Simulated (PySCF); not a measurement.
# H⁻ (hydrogen, charge -1) across methods

1s2, closed-shell 1S. All numbers are calculated (PySCF 2.14, no relativity, point nucleus, in aug-cc-pVDZ (3s2p, 9 functions)). The B2PLYP total includes its PT2 part (frozen core); its orbital energies are those of the SCF part.

```csv
method,E (hartree),mean ε 1s (eV),Σ⟨r²⟩ (bohr²),⟨S²⟩
PBE0,-0.5225,0.967,18.92,0.000
r2SCAN0,-0.5228,0.851,18.68,0.000
PBE,-0.5241,1.824,19.71,0.000
r2SCAN,-0.5249,1.654,19.13,0.000
B3LYP,-0.5342,1.081,19.06,0.000
B2PLYP,-0.5221,0.157,18.54,0.000
BLYP,-0.5270,1.898,19.72,0.000
UHF,-0.48678,-1.223,18.04,0.000
```

(1) Estimate the same row for LDA.

The highest occupied level is positive at PBE0, r2SCAN0, LDA, PBE, r2SCAN, B3LYP, B2PLYP, BLYP: only the finite basis holds that electron, which in a density functional comes from self-interaction.

Answers

(1) E (hartree) = -0.5110; mean ε 1s (eV) = 1.726; Σ⟨r²⟩ (bohr²) = 20.39; ⟨S²⟩ = 0.000.
